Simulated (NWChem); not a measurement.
Species: H2SeO2; SMILES [Se](O)O

```xyz
5

Se     0.3926    -0.0102     0.0000
O     -0.7306    -0.0904     1.3936
H     -0.9998     0.8128     1.6068
O     -0.7306    -0.0904    -1.3936
H     -0.9998     0.8128    -1.6068
```
Atoms are numbered in this order, from 1.

Program: NWChem. All runs use the structure optimised with PBE0/def2-SVP. Vzz is the largest principal value of the second derivative of the potential at the nucleus (NWChem prints the opposite sign); η is the asymmetry. Non-relativistic.

```json
[
 {"level": "B3LYP/def2-SVP", "Vzz Se1 (a.u.)": "-9.548", "η Se1": "0.31", "Vzz O4 (a.u.)": "1.517", "η O4": "0.97", "relative time": "1"},
 {"level": "B3LYP/cc-pVTZ", "Vzz Se1 (a.u.)": "-9.480", "η Se1": "0.30", "Vzz O4 (a.u.)": "1.517", "η O4": "0.95", "relative time": "20"},
 {"level": "PBE0/cc-pVTZ", "Vzz Se1 (a.u.)": "-9.291", "η Se1": "0.32", "Vzz O4 (a.u.)": "1.504", "η O4": "0.96", "relative time": "20"},
 {"level": "PBE0/def2-SVP", "Vzz Se1 (a.u.)": "-9.448", "η Se1": "0.32", "Vzz O4 (a.u.)": "1.518", "η O4": "0.97", "relative time": "1"}
]
```

Times are rough ratios from one shared machine.
